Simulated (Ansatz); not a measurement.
Relaxation of ClGaH$_{5}$N (8 atoms, charge 0, multiplicity 1), to a largest force component of 0.03 eV/Å in at most 50 steps.

Computed with RKS LDA/def2-SVP in Ansatz.

```xyz
8
Properties=species:S:1:pos:R:3
Ga 0.020 -0.085 -0.143
H 0.112 -0.343 1.406
N 1.590 -0.189 -1.000
H 2.485 -0.337 -0.528
H 1.706 -0.020 -2.003
H -1.288 0.155 -0.947
Cl 0.020 2.774 1.761
H 0.089 1.439 1.923
```

Task: Where does it end, and by what steps?

Result: The forces met the threshold. After 7 steps the energy has fallen by 0.085 eV; Cl7 moved furthest, 0.44 Å.

| step | energy less start (eV) | largest force component (eV/Å) | accepted |
| --- | --- | --- | --- |
| 0 | 0.0000 | 0.858 | yes |
| 1 | -0.0627 | 0.144 | yes |
| 2 | -0.0713 | 0.170 | yes |
| 3 | -0.0772 | 0.176 | yes |
| 4 | -0.0831 | 0.139 | yes |
| 5 | -0.0803 | 0.231 | no |
| 6 | -0.0845 | 0.083 | yes |
| 7 | -0.0849 | 0.023 | yes |

```xyz
8
Properties=species:S:1:pos:R:3
Ga 0.026 0.036 -0.067
H 0.113 -0.317 1.484
N 1.579 -0.155 -0.944
H 2.473 -0.320 -0.476
H 1.692 0.090 -1.931
H -1.311 0.268 -0.822
Cl 0.058 2.530 1.401
H 0.103 1.261 1.825
```

Whether the end is a true minimum wasn't checked by a vibrational analysis.

Run time: 13 s on 2 threads of Arm Neoverse N1, on a shared host, peak memory 0.12 GiB.
